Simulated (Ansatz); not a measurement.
Isolated molecules relaxed with PBE0-D4/def2-TZVP in Ansatz; ΔE leaves out vibrations. CBS: MP2 limit from def2 TZ/QZ plus the TZ coupled-cluster correction, frozen cores. This one scheme is used for every species. DFT in def2-TZVPP. HSE06 is defined as in plane-wave codes. For Se outer-core shells are correlated without core-valence functions, which leaves a few kJ/mol of doubt a bond. Scalar relativity is left out up to krypton. One conformer a species, not always the lowest.

Reaction (silylene loss): `NC[Se][SiH3]` → `NC[SeH]` + `[SiH2]`

`NC[Se][SiH3]`:

```xyz
11

N     0.321    1.125    0.714
C    -1.027    0.624    0.672
Se   -1.012   -1.332    0.440
Si    0.677   -1.282   -1.087
H     0.796    0.840    1.561
H     0.346    2.135    0.648
H    -1.634    0.798    1.567
H    -1.541    1.053   -0.188
H     0.415   -0.241   -2.112
H     2.022   -1.092   -0.494
H     0.635   -2.627   -1.722
```

`NC[SeH]`:

```xyz
8

N     0.663   -0.267   -0.937
C    -0.328   -0.366    0.103
Se   -1.330    1.303    0.332
H     1.100   -1.167   -1.102
H     1.387    0.396   -0.691
H     0.037   -0.634    1.100
H    -1.079   -1.103   -0.186
H    -0.451    1.838    1.380
```

`[SiH2]`:

```xyz
3

Si   -0.139   -0.516    0.470
H    -0.975    0.568   -0.203
H     1.114   -0.052   -0.267
```

```tsv
level	ΔE (kJ/mol)
LDA (SPW92)	335.5
revPBE-D4	306.3
HSE06-D4	319.1
LC-ωPBE	319.9
SCS-MP2/def2-TZVPP	306.9
CCSD/def2-TZVPP	291.3
HF/CBS(def2)	280.5
MP2/CBS(def2)	331.7
```

(1) What does CCSD(T)/CBS give? (Best estimate.)

Largest T1 diagnostic among the species: 0.014.

## Answers

(1) The calculation gave: +306.5 kJ/mol. The listed levels differ from it by 29.0, -0.2, 12.6, 13.4, 0.4, -15.2, -26.0, 25.2 kJ/mol.

At CCSD(T), def2-SVP lies −17.2 kJ/mol from the extrapolated value and def2-TZVPP −9.3 kJ/mol. Leaving LDA and LC-ωPBE aside and taking each functional with its dispersion term where it has one, the values, not all of them listed here, spread over 40.1 kJ/mol, from BLYP-D4 to r2SCAN0-D4. LDA lies +35.6 kJ/mol from PBE without D4.
